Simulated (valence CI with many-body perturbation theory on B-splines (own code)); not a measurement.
The numbers below are computed, except where a source is named.
# From CI to CI+MBPT in Tb XXV

Level of theory: configuration interaction combined with many-body perturbation theory (CI+MBPT): five valence electrons over a frozen Dirac-Fock core [Kr], radial functions for each j: 7 s, 7 p, 8 d, 6 f, 4 g, 1 h, with the one-electron correlation potential Σ1 (screened to all orders), the two-electron term Σ2, the three-electron term Σ3, Breit, model QED; selected single and double excitations, second order for the rest (own B-spline code, finite nucleus).

No measured spectrum was set against this ion. As an estimate, terms of the open shell hold to 2 to 4 % of their energy, and close levels can change places. Core correlation moves these levels by up to 10000 cm⁻¹, and in measured spectra 5 to 20 % of such shifts remained as error; rates that hang on mixing are uncertain with them. Only levels of the ground parity were solved; by the run's estimate the other parity begins above the list, which can be wrong where configurations are misplaced.

Each rung adds one term. CI alone is the Dirac-Coulomb CI over the frozen core; QED comes last and gives the full result, which names the levels. Energies are above (4d3/2^4 4d5/2) J=5/2 on the same rung, in cm⁻¹.

Levels are named by their leading jj configuration (3d3/2^4 stands for four electrons in 3d with j = 3/2), which in mixed levels can hold well under half, so a name can repeat and another be missing. Letters in brackets count levels of one name in rising energy.

| Level | CI alone | + Σ1 | + Σ2 | + Σ3 | + Breit | Full |
| --- | --- | --- | --- | --- | --- | --- |
| (4d3/2^3 4d5/2^2) J=5/2 [a] | 47065 | 47291 | 46020 | 45488 | 44841 | 44926 |
| (4d3/2^3 4d5/2^2) J=7/2 [a] | 77720 | 78075 | 75277 | 74028 | 72932 | 73046 |
| (4d3/2^3 4d5/2^2) J=3/2 [a] | 78832 | 79172 | 78020 | 76484 | 75649 | 75763 |
| (4d3/2^3 4d5/2^2) J=11/2 | 84890 | 85292 | 81316 | 80099 | 78473 | 78594 |
| (4d3/2^3 4d5/2^2) J=9/2 | 91780 | 92218 | 88604 | 87260 | 85791 | 85926 |
| (4d3/2^3 4d5/2^2) J=5/2 [b] | 92933 | 93429 | 91050 | 89721 | 88345 | 88504 |
| (4d3/2^3 4d5/2^2) J=1/2 | 96562 | 97015 | 96229 | 94539 | 93361 | 93512 |
| (4d3/2^3 4d5/2^2) J=7/2 [b] | 112257 | 112704 | 108934 | 106314 | 105061 | 105193 |
| (4d3/2^2 4d5/2^3) J=5/2 [a] | 120287 | 120958 | 119918 | 118588 | 116690 | 116923 |
| (4d3/2^2 4d5/2^3) J=7/2 [a] | 134464 | 135265 | 132490 | 130917 | 128505 | 128776 |
| (4d3/2^3 4d5/2^2) J=3/2 [b] | 133401 | 133952 | 133218 | 130963 | 129520 | 129702 |
| (4d3/2^2 4d5/2^3) J=11/2 | 140213 | 141083 | 136552 | 135289 | 132405 | 132685 |
| (4d3/2^2 4d5/2^3) J=9/2 [a] | 144948 | 145768 | 142047 | 140311 | 137701 | 137969 |
| (4d3/2^2 4d5/2^3) J=1/2 [a] | 144145 | 145035 | 143556 | 142019 | 139677 | 139976 |
| (4d3/2^2 4d5/2^3) J=3/2 [a] | 148520 | 149383 | 149768 | 148088 | 145711 | 146009 |
| (4d3/2^2 4d5/2^3) J=13/2 | 155605 | 156529 | 150721 | 149105 | 145739 | 146029 |
| (4d3/2^2 4d5/2^3) J=5/2 [b] | 156736 | 157602 | 154968 | 152889 | 150450 | 150734 |
| (4d3/2^2 4d5/2^3) J=9/2 [b] | 171178 | 172057 | 170038 | 167732 | 165003 | 165294 |
| (4d3/2^2 4d5/2^3) J=7/2 [b] | 178290 | 179204 | 174485 | 171687 | 168906 | 169197 |

How does the ionisation energy move along the ladder, and which term matters most?

CI alone 811.36, + Σ1 813.71, + Σ2 816.53, + Σ3 816.61, + Breit 816.50, + QED 816.52 eV. The largest step is Σ2, 2.83 eV. NIST lists 816 ± 4 eV (theoretical).
